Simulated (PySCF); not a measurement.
The group X on BH2-X is varied. All species are isolated molecules in the gas phase. One relaxed conformer stands for each flexible species; it need not be the lowest. Strings in code marks are SMILES.

The dipole moment from two functionals at the same geometries (M06-2X/def2-TZVP), both in PySCF: PBE-D3(BJ)/def2-TZVP and B3LYP-D3(BJ)/def2-TZVP. B3LYP has the VWN-RPA correlation part, as in Gaussian. 

| species | PBE-D3(BJ)/def2-TZVP (D) |
|---|---|
| X = amino (`BN`) | 2.07 |
| X = germyl (`[BH2][GeH3]`) | 0.41 |
| X = hydroxy (`BO`) | 1.61 |
| X = bromo (`BBr`) | 0.39 |

**Question.** What does B3LYP-D3(BJ)/def2-TZVP give for each?

**Answer.** 
- X = amino (`BN`): 1.96
- X = germyl (`[BH2][GeH3]`): 0.52
- X = hydroxy (`BO`): 1.60
- X = bromo (`BBr`): 0.57
Over these rows, drawn at random from the members with no instability flagged (it was tested for open shells, ions and some series alone), PBE minus B3LYP-D3(BJ): mean -0.04 D, from -0.18 D to +0.11 D.
